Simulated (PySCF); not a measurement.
An unknown gives this computed stick spectrum. Computed with TDDFT CAM-B3LYP/def2-SVPD, vertical, gas phase, core orbitals frozen in the response (PySCF 2.14.0, density-fitted response routines). Geometries: PBE0-D3(BJ)/def2-SVP, one conformer each.

| state | λ (nm) | f |
| --- | --- | --- |
| S1 | 289.1 | 0.054 |
| S2 | 214.2 | 0.0000 |
| S3 | 200.9 | 0.0082 |
| S4 | 194.0 | 0.0004 |
| S5 | 188.2 | 0.0050 |
| S6 | 182.8 | 0.040 |

Task: Which structure fits?
A. `C#CC#CC[SiH3]`
B. `[SiH2]1C(=CC=C1)F`
C. `FB(F)C1CC1`

Result: B. Its S1, at 4.29 eV, is the lowest among the candidates; the nearest of the others has S1 at 4.58 eV. S1 is HOMO→LUMO (98%). Löwdin shares by element: HOMO carbon 82% (atoms not listed hold the other 18%); LUMO carbon 72% (atoms not listed hold the other 29%). At the same level the other candidates give, for their lowest levels:
- `FB(F)C1CC1`: 154 nm (f 0.008); 150 nm (f 0.245); 146 nm (f 0.000); 145 nm (f 0.004); 140 nm (f 0.003); T1 7.22 eV; HOMO -10.36, LUMO 1.09 eV
- `C#CC#CC[SiH3]`: 271 nm (f 0.000); 257 nm (f 0.006); 255 nm (f 0.000); 190 nm (f 0.004); 183 nm (f 0.000); HOMO -8.24, LUMO 0.45 eV
Triplets come from the Tamm–Dancoff approximation.

Without π bonds the low states are Rydberg-like; a valence basis with one diffuse set may place them up to an eV too high.
